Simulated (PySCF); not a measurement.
# Dipole response of As⁻ (arsenic, charge -1)

[Ar] 3d10 4s2 4p4, high-spin 3P determinant. Computed with PySCF 2.14 in aug-cc-pVDZ-PP with ECP10MDF (5s4p3d, 32 functions), with a scalar-relativistic core potential. Coupled (time-dependent) response in atomic units; α is the mean over directions. A double-zeta set is small for polarisabilities.

```json
{"method": "UHF", "mean α (bohr³)": "66.15", "α xx, yy, zz": "51.49, 95.46, 51.49", "C₆ (like pair)": "799.5", "S(−4)": "2163"}
{"method": "LC-wPBE", "mean α (bohr³)": "67.76", "α xx, yy, zz": "55.24, 92.80, 55.24", "C₆ (like pair)": "832.4", "S(−4)": "1969"}
{"method": "wB97M-V", "mean α (bohr³)": "71.24", "α xx, yy, zz": "58.08, 97.56, 58.08", "C₆ (like pair)": "852.6", "S(−4)": "2704"}
```

S(−4) is the Cauchy moment in α(ω) = α(0) + S(−4) ω² + …

Spin-orbit coupling is absent.

α(iu) at UHF:

```csv
u (hartree),α(iu) (bohr³)
0,66.15
0.0500,61.55
0.100,52.90
0.200,38.09
0.300,27.89
0.500,15.85
0.750,8.821
1.00,5.503
1.50,2.687
2.00,1.578
3.00,0.7308
5.00,0.2715
```

A single London oscillator, α(iu) = α/(1 + u²/ω²), gives C₆ = (3/4) ω α². Matching the computed C₆ needs ω = 4 × 799.5 / (3 × 66.15²) = 0.244 hartree.

For an ion, C₆ is the dispersion term alone; charge-induced terms of lower order in 1/R come first.

The components differ because the open shell of this determinant is not spherical; for a pure term their mean is the scalar polarisability.

Energies and moments cover only the electrons outside the core potential.
